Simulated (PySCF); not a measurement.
Gas-phase reaction: GaH + C₄H₈ (isobutene) → GaH(CH₃)₂ + C₂H₂ (acetylene)

Energies from PySCF, thermal terms from the rigid-rotor harmonic-oscillator model, ideal gas at 1 bar. † marks an energy on the PBE0/def2-TZVP geometry and frequencies; other levels use their own. All species are closed-shell singlets. B3LYP is the form with VWN-RPA correlation. Ga: all electrons, no relativistic terms. GaH, GaH(CH₃)₂: computed as isolated molecules; such fragments, hydroxides, amides, oligomers or adducts are transient or little studied in the gas.

```json
[
 {"level": "B3LYP/def2-TZVP†", "ΔH°(298 K), kJ": "85"},
 {"level": "BLYP/def2-TZVP†", "ΔH°(298 K), kJ": "___"},
 {"level": "M06-2X/def2-TZVP†", "ΔH°(298 K), kJ": "68"},
 {"level": "PBE/def2-TZVP†", "ΔH°(298 K), kJ": "85"},
 {"level": "PBE0/def2-TZVP", "ΔH°(298 K), kJ": "___"},
 {"level": "r2SCAN/def2-TZVP†", "ΔH°(298 K), kJ": "___"}
]
```

Task: Some entries are withheld; supply them.

Result: 
- BLYP/def2-TZVP†, ΔH°(298 K), kJ: 81
- PBE0/def2-TZVP, ΔH°(298 K), kJ: 87
- r2SCAN/def2-TZVP†, ΔH°(298 K), kJ: 67
